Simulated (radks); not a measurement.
Results of a calculation; reference values are marked as such.
Tc XXXI, configuration [Ne] 3s2 3p1. Level of theory: scalar-relativistic Kohn-Sham, LB94 model potential, spin-polarised, spherical densities, finite nucleus; open shells are filled with parallel spins first (spin-orbit coupling, left out, can overturn this in heavy ions); Fermi nuclear charge, rms radius 4.4112 fm (a radial shooting solver on a logarithmic mesh with Libxc functionals).

Normalised radial functions P(r) = r R(r), r in bohr:

r	2s up	2s down	2p up
0.002015	0.3918	0.3915	0.0112
0.002521	0.4737	0.4733	0.0167
0.003129	0.5656	0.5651	0.0247
0.003914	0.6748	0.6742	0.0369
0.004858	0.7928	0.7921	0.0543
0.006029	0.9210	0.9201	0.0797
0.007543	1.0594	1.0584	0.1183
0.009362	1.1893	1.1882	0.1721
0.01162	1.3022	1.3010	0.2486
0.01454	1.3803	1.3790	0.3601
0.01804	1.3910	1.3898	0.5082
0.02239	1.3059	1.3047	0.7056
0.02801	1.0797	1.0787	0.9702
0.03477	0.6989	0.6982	1.2847
0.04349	0.1236	0.1235	1.6618
0.05398	-0.5802	-0.5797	2.0458
0.067	-1.3563	-1.3551	2.3993
0.08382	-2.1031	-2.1014	2.6589
0.104	-2.6050	-2.6032	2.7265
0.1291	-2.7520	-2.7508	2.5575
0.1615	-2.4756	-2.4759	2.1308
0.2005	-1.8848	-1.8866	1.5552
0.2488	-1.1829	-1.1849	0.9586
0.3113	-0.5737	-0.5743	0.4662
0.3863	-0.2160	-0.2159	0.1795
0.4833	-0.0550	-0.0549	0.0477
0.5998	-0.0096	-0.0096	0.0089
0.7444	-0.0010	-0.0010	0.0010
0.9314	0.0000	0.0000	0.0001
1.156	0.0000	0.0000	0.0000

2s up: eigenvalue -4544.0 eV, 1 radial node at r = 0.0453 bohr, <r> = 0.147 bohr, 90 % of the charge inside 0.226 bohr. 2s down: eigenvalue -4544.0 eV, 1 radial node at r = 0.0453 bohr, <r> = 0.147 bohr, 90 % of the charge inside 0.226 bohr. 2p up: eigenvalue -4247.2 eV, 0 radial nodes, <r> = 0.128 bohr, 90 % of the charge inside 0.207 bohr.
